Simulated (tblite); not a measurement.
Start geometry of `O1[SiH2]OC[C@H]1[CH][SiH3]` [radical] from a force field or distance geometry (Å):
```
atom  x, y, z in Å
Si1   -2.3584   -0.6466   -0.3195
C2    -1.0679   -0.5942    0.9309
C3     0.2925   -0.1572    0.5713
C4     0.4010    1.2482   -0.0132
O5     1.7886    1.4887    0.1241
Si6    2.3819   -0.0119   -0.4995
O7     0.9178   -0.9016   -0.4251
H8    -3.4688    0.2321    0.1094
H9    -2.9563   -2.0096   -0.4251
H10   -1.9137   -0.1641   -1.6214
H11   -1.2214   -1.0974    1.8823
H12    0.9326   -0.2005    1.4731
H13   -0.1967    1.9485    0.5803
H14    0.2127    1.2295   -1.0923
H15    3.4172   -0.5898    0.3636
H16    2.8314    0.2349   -1.8478
```

Task: What comes out of this run: tblite 0.8.0, GFN2-xTB geometry optimisation, gas phase?

Result: 
```
atom  x, y, z in Å
Si1   -1.9528   -1.0253   -0.7564
C2    -1.2868   -0.1072    0.7034
C3     0.1586   -0.0393    0.9547
C4     0.7200    1.4135    0.7282
O5     1.6386    1.3787   -0.3125
Si6    1.9208   -0.1345   -0.8772
O7     0.8657   -0.9017    0.1062
H8    -3.4119   -0.8937   -0.6848
H9    -1.5778   -2.4417   -0.7223
H10   -1.4789   -0.4370   -2.0169
H11   -1.9035    0.4313    1.4054
H12    0.3861   -0.3355    1.9921
H13    1.2146    1.7812    1.6324
H14   -0.0932    2.0964    0.4633
H15    3.2753   -0.5568   -0.5550
H16    1.5178   -0.2194   -2.2694
```

The energy falls by 1.151 eV over 176 L-BFGS steps, the largest force on an atom goes from 2.37 to 0.009 eV/Å, and the atoms move by 1.114 Å rms after alignment. The bond that changes most is O5–Si6 (ends: oxygen bonded to C and Si; silicon bonded to 2 O and 2 H), which shortens by 0.090 Å. Bonds longer at the end by more than 0.005 Å: 5 of 16; shorter: 7. Among the angles that change most is C3–O7–Si6, from 97.9° to 113.7°. Among the dihedrals that turn most is H12–C3–C4–H14, from 153° to -120°. Rotational constants go from 4559, 1027, 952.2 to 3295, 1272, 1082 MHz. The orientation of the end geometry is arbitrary; only internal coordinates are fixed.

GFN2-xTB frequencies show an imaginary mode (38i cm⁻¹), so the point is no minimum at that level.

One conformer stands for the species.

The numbers are calculated, not measured.
